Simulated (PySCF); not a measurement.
Isomers of H4O2Si2. Gas-phase values, no solvent. One relaxed conformer stands for each flexible species; it need not be the lowest. Strings in code marks are SMILES.

The S1 excitation (TDA) from two functionals at the same geometries (r2SCAN-D4/def2-TZVP), both in PySCF: PBE-D3(BJ)/def2-TZVP and r2SCAN-D4/def2-TZVP. Excitations are Tamm–Dancoff values on a coarser integration grid. The basis has no diffuse functions, so Rydberg states are missing or too high.

```tsv
species	PBE-D3(BJ)/def2-TZVP (eV)
`O=[Si](O)[SiH3]` (Si–Si–O–H torsion 0°)	4.19
`[Si](=[SiH2])(O)O` (H–O–Si–Si torsion -19°, Si–Si–O–H torsion -165°)	4.30
`O=[SiH][SiH2]O` (O–Si–Si–O torsion 180°, Si–Si–O–H torsion 180°)	3.28
`O=[SiH]O[SiH3]` (O–Si–O–Si torsion 1°)	4.90
`O/[SiH]=[SiH]/O` (H–O–Si–Si torsion -58°, Si–Si–O–H torsion 58°)	3.05
```

Problem. What does r2SCAN-D4/def2-TZVP give for each?

Solution. 
- `O=[Si](O)[SiH3]` (Si–Si–O–H torsion 0°): 4.54
- `[Si](=[SiH2])(O)O` (H–O–Si–Si torsion -19°, Si–Si–O–H torsion -165°): 4.69
- `O=[SiH][SiH2]O` (O–Si–Si–O torsion 180°, Si–Si–O–H torsion 180°): 3.60
- `O=[SiH]O[SiH3]` (O–Si–O–Si torsion 1°): 5.38
- `O/[SiH]=[SiH]/O` (H–O–Si–Si torsion -58°, Si–Si–O–H torsion 58°): 3.41
Over these rows, drawn at random from the members with no instability flagged (it was tested for open shells, ions and some series alone), PBE minus r2SCAN-D4: mean -0.38 eV, from -0.48 eV to -0.32 eV.
